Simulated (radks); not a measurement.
Values are calculated unless marked as measured or tabulated.
Excited configurations of Lu I: one electron is placed in a higher orbital outside [Xe] 4f14 6s2. The ground configuration is [Xe] 4f14 5d1 6s2. Level of theory: scalar-relativistic Kohn-Sham, LDA (Slater exchange, Perdew-Wang correlation), spin-polarised, spherical densities, point nucleus; open shells are filled with parallel spins first (spin-orbit coupling, left out, can overturn this in heavy ions) (a radial shooting solver on a logarithmic mesh with Libxc functionals). Excitation = E - E(ground); binding = E(ion) - E, where the ion is the core of charge +1; n* = 1/sqrt(2 binding) in atomic units, and the quantum defect is n - n*.

outer orbital	excitation (eV)	binding (eV)	n*	eigenvalue (eV)	<r> (bohr)
6p	1.099	4.496	1.740	-2.397	4.778
6d	3.968	1.627	2.892	-0.786	10.33
7s	3.086	2.509	2.329	-1.517	8.803
7p	3.823	1.772	2.771	-1.052	11.64
7d	4.601	0.994	3.700	-0.581	19.77
7f	5.115	0.480	5.322	-0.301	41.92

The Delta-SCF ionisation energy is 5.595 eV (NIST Atomic Spectra Database: 5.426 eV, measured). Self-interaction in the functional shifts the binding energies and quantum defects, so they are the method's values and not measured ones. Open shells are spherical and high-spin; term and fine-structure splittings are not resolved. Spin-orbit splitting is averaged out at the scalar-relativistic level.
